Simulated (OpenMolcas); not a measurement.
Rh3+ (d6) in a complex was computed by CASSCF with the d shell active (OpenMolcas, ANO-RCC-VDZP on the metal). Its lowest spin-free states, and all those of the highest spin:

```tsv
2S+1	Degeneracy	E (cm-1)
5	1	0.0
5	2	2184
3	1	5173
3	2	5560
3	1	5569
1	1	5929
1	1	11451
1	1	12522
5	2	12729
1	2	13684
3	2	14486
3	2	15234
```

Is the site octahedral, tetrahedral or cube-like, axial, or of lower symmetry?

The states with 2S+1 = 5 have orbital degeneracies 1, 2, 2. There are pairs but no triples, so the site is axial: not cubic, but with a proper or improper axis of order three or more. The run had Rh3+ with 6 ligands (chloride) in trigonal prismatic coordination (D3h) at 2.42 Å, a polar angle of 50.1° against the regular 49.1°. A charge of +0.5 e stands 3.2 Å behind each ligand. Ligand basis ANO-RCC-VDZP.

Without dynamic correlation the repulsion within the d shell is too large (B by tens of per cent), so at a given field states of lower spin stand too high. This shell can be high or low spin here, a state of another spin lies low, and with metal d orbitals alone active their balance is uncertain, so the ground spin may be wrong. The least metal-like active orbital is 74 % on the metal (Löwdin) and no ligand orbital is active, so the numbers are rough. With metal d orbitals alone the field can be off either way by tens of per cent. Ligand-to-metal charge-transfer states are missing. With no ligand orbital active B as a rule stays too high, so bands that hang on it stand too high and its fall with covalency is understated. No measured value stands beside these numbers; the geometry was imposed, not optimised, and the real ion may take another.
